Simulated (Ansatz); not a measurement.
Relaxation of AlFH$_{8}$N$_{2}$ (12 atoms, charge 0, multiplicity 1), to a largest force component of 0.03 eV/Å in at most 50 steps.

Theory: RKS BLYP-D4/def2-SVP in Ansatz 0.2.0.

```xyz
12
Properties=species:S:1:pos:R:3
Al -2.118 0.096 -0.402
F 0.439 0.404 -2.073
H -2.622 -1.129 -1.274
H -2.517 1.623 -0.567
H 1.240 -0.146 0.665
N -1.034 -0.319 1.075
H 1.003 0.266 -1.355
N 2.256 -0.038 0.561
H -0.885 -1.276 1.410
H -0.857 0.339 1.841
H 2.620 -0.728 -0.108
H 2.476 0.909 0.228
```

Where does it end, and by what steps?

It converged. After 17 steps the energy has fallen by 2.686 eV; H5 moved furthest, 0.87 Å. Parted: F2–H7 (0.92 → 1.91 Å), H5–N8 (1.03 → 1.79 Å). Joined: Al1–F2 (3.07 → 1.73 Å), H5–N6 (2.32 → 1.07 Å), H7–N8 (2.31 → 1.04 Å).

```
step  energy less start (eV)  largest force component (eV/Å)  accepted
   0                  0.0000                           1.264       yes
   1                 -0.1899                           0.647       yes
   2                 -0.3706                           0.550       yes
   3                 -0.5883                           0.611       yes
   4                 -0.7346                           1.340       yes
   5                 -0.9984                           1.317       yes
   6                 -1.4130                           1.849       yes
   7                 -1.5347                           3.701       yes
   8                 -1.9690                           1.744       yes
   9                 -2.2194                           1.082       yes
  10                 -2.4448                           1.023       yes
  11                 -2.6000                           1.010       yes
  12                 -2.6633                           0.300       yes
  13                 -2.6665                           0.354       yes
  14                 -2.5681                           1.797        no
  15                 -2.6808                           0.215       yes
  16                 -2.6854                           0.047       yes
  17                 -2.6857                           0.011       yes
```

```xyz
12
Properties=species:S:1:pos:R:3
Al -1.607 0.173 -0.783
F -0.197 0.411 -1.763
H -2.389 -1.183 -1.129
H -2.380 1.539 -0.454
H 0.389 -0.202 0.825
N -0.669 -0.269 0.986
H 1.486 0.234 -0.868
N 1.974 0.035 0.026
H -0.876 -1.220 1.328
H -0.915 0.380 1.748
H 2.617 -0.750 -0.150
H 2.567 0.851 0.234
```

Time of the run: 28 s on 2 threads of AMD EPYC 7B13 (Zen 3) (shared host), peak memory 0.15 GiB.
